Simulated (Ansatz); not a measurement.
Two members of one family (X2Al-Y-SiH3), computed with Ansatz in the gas phase. Binding counts from free atoms in the multiplicity of their measured ground term, without zero-point energy. A dash marks a value that wasn't run or was left out as unsound. The structures are stationary points that may keep the symmetry of their start. Remarks come from the PBE and PBE0 runs and from stability tests at other levels; not every state was tested. A HOMO above zero means that the electron is unbound at that level and held by the basis, or that self-interaction error raises the level; the energy of removing that electron tells which.

First: (Cl)2Al-O-SiH3 (singlet, charge 0, r2SCAN-D4/def2-SVP geometry).

Cartesian coordinates in Å:
```
Al 0.2390 -0.4666 1.7225
Cl 2.0047 0.0105 2.7228
Cl -1.2601 -1.4991 2.7394
O 0.0269 -0.0250 0.1196
Si -0.2008 0.3979 -1.4642
H 0.9296 -0.1179 -2.2899
H -1.4792 -0.1838 -1.9674
H -0.2601 1.8842 -1.5829
```

```
               level  HOMO (eV)  LUMO (eV)  gap (eV)  vertical EA (eV)  binding per atom (eV)
     PBE-D4/def2-SVP      -7.37      -1.79      5.58                 –                   3.56
   PBE-D4/def2-TZVPD      -7.57      -2.21      5.36              0.34                   3.57
r2SCAN-D4/def2-TZVPD      -7.92      -1.74      6.18              0.14                   3.62
    PBE0-D4/def2-SVP      -8.87      -0.95      7.93                 –                   3.52
  HSE06-D4/def2-TZVP      -8.58      -1.56      7.02                 –                   3.54
```

Remarks: HOMO above zero (-1 doublet).

Second: (F)2Al-S-SiH3 (singlet, charge 0, r2SCAN-D4/def2-SVP geometry).

```xyz
8

Al    0.857    1.568   -0.339
F     1.938    0.367   -0.707
F     1.305    3.145   -0.529
S    -1.089    0.994    0.375
Si   -0.781   -1.156    0.303
H    -0.506   -1.610   -1.088
H    -2.060   -1.744    0.786
H     0.336   -1.566    1.198
```

Problem. Estimate the same table for the second.

Solution. 
| level | HOMO (eV) | LUMO (eV) | gap (eV) | vertical EA (eV) | binding per atom (eV) |
| --- | --- | --- | --- | --- | --- |
| PBE-D4/def2-SVP | -6.84 | -1.94 | 4.90 | – | 3.65 |
| PBE-D4/def2-TZVPD | -7.01 | -2.25 | 4.76 | 0.33 | 3.66 |
| r2SCAN-D4/def2-TZVPD | -7.29 | -1.78 | 5.51 | 0.14 | 3.68 |
| PBE0-D4/def2-SVP | -8.11 | -1.12 | 6.99 | – | 3.57 |
| HSE06-D4/def2-TZVP | -7.78 | -1.62 | 6.16 | – | 3.60 |

Remarks: HOMO above zero (-1 doublet).
